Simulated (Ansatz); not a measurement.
Consider the hydrogenolysis of the Sb–N bond: `[NH2][SbH][OH]` + H₂ → `[OH][SbH2]` + NH₃.

Calculated with Ansatz (gas phase, PBE0-D4/def2-TZVP geometries, no zero-point term in ΔE). CCSD(T)/CBS is the MP2 limit (def2-TZVPP, def2-QZVPP) plus CCSD(T) − MP2 in def2-TZVPP, frozen cores. This one scheme is used for every species. DFT in def2-TZVPP. B3LYP here is the variant with VWN-RPA as its local correlation; programs differ in this. HSE06 is defined as in plane-wave codes. def2 core potentials past Kr. For Sb outer-core shells are correlated without core-valence functions, which leaves a few kJ/mol of doubt a bond. Each species was taken in one conformer, which may not be the lowest.

```
             level  ΔE (kcal/mol)  difference from CCSD(T)/CBS
       LDA (SPW92)           -4.0                         -1.0
            PBE-D4           -3.3                         -0.3
         revPBE-D4           -2.4                          0.6
         r2SCAN-D4           -3.3                         -0.3
          B3LYP-D4           -3.7                         -0.7
        r2SCANh-D4           -3.9                         -0.9
        r2SCAN0-D4           -4.8                         -1.8
          HSE06-D4           -5.0                         -2.0
          BHLYP-D4           -5.1                         -2.1
      CAM-B3LYP-D4           -4.4                         -1.4
           ωB97X-V           -4.0                         -1.0
           ωB97M-V           -4.1                         -1.1
            B2PLYP           -4.2                         -1.2
          PBE-QIDH           -4.8                         -1.8
               PBE           -4.4                         -1.4
            revPBE           -4.9                         -1.9
            r2SCAN           -3.6                         -0.6
              PBE0           -5.8                         -2.8
             B3LYP           -5.4                         -2.4
           r2SCANh           -4.2                         -1.2
           r2SCAN0           -5.0                         -2.0
             HSE06           -5.8                         -2.8
             BHLYP           -6.5                         -3.5
         CAM-B3LYP           -5.3                         -2.3
           LC-ωPBE           -5.3                         -2.3
RPA@PBE/def2-TZVPP           -4.7                         -1.7
       HF/def2-SVP          -12.7                         -9.7
      MP2/def2-SVP           -6.7                         -3.7
     CCSD/def2-SVP           -9.7                         -6.7
  CCSD(T)/def2-SVP           -8.9                         -5.9
     HF/def2-TZVPP           -8.6                         -5.6
    MP2/def2-TZVPP           -2.4                          0.6
SCS-MP2/def2-TZVPP           -3.4                         -0.4
CCSD(T)/def2-TZVPP           -4.5                         -1.5
     HF/def2-QZVPP           -8.3                         -5.3
    MP2/def2-QZVPP           -1.3                          1.7
SCS-MP2/def2-QZVPP           -2.4                          0.6
      HF/CBS(def2)           -8.2                         -5.2
     MP2/CBS(def2)           -0.8                          2.2
    CCSD/CBS(def2)           -4.1                         -1.1
       CCSD(T)/CBS           -3.0                            0
```

Largest T1 diagnostic among the species: 0.014.

From BLYP to BHLYP (50 % exact exchange), in def2-TZVPP and without D4, ΔE moves by −2.2 kcal/mol. Leaving LDA and LC-ωPBE aside and taking each functional with its dispersion term where it has one, the values, not all of them listed here, spread over 3.2 kcal/mol, from B97M-V to BLYP-D4.
